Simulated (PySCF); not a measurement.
# Fluorine: a sound run and one with changed settings

Sound run: F⁺ [He] 2s2 2p4, F²⁺ [He] 2s2 2p3. Calculation: PySCF 2.14, in def2-TZVP; no relativity, point nucleus. The sound run starts from symmetry-adapted Hartree-Fock orbitals and uses a fine grid where one is needed.

A second run was set up differently.

| species | method | sound run (hartree) | changed run (hartree) | converged |
| --- | --- | --- | --- | --- |
| F⁺ | UHF | -98.83647 | -98.83647 | yes |
| F⁺ | PBE | -99.02175 | -99.02143 | yes |
| F⁺ | BP86 | -99.10959 | -99.10917 | yes |
| F²⁺ | UHF | -97.60872 | -97.60872 | yes |
| F²⁺ | PBE | -97.72007 | -97.72007 | yes |
| F²⁺ | BP86 | -97.80240 | -97.80240 | yes |

Ionisation energy of F⁺:

```csv
method,sound run (eV),changed run (eV)
UHF,33.409,33.409
PBE,35.421,35.412
BP86,35.571,35.559
```

**Question.** What was changed?
A. basis contracted for another Hamiltonian
B. angular grid far too coarse
C. level shift left on
D. all electrons correlated in a valence basis

**Answer.** B. It used 14 angular points. A coarse angular grid integrates products of high-l functions wrongly, so density functionals can shift, and the SCF can exploit the error; Hartree-Fock and MP2 need no grid.
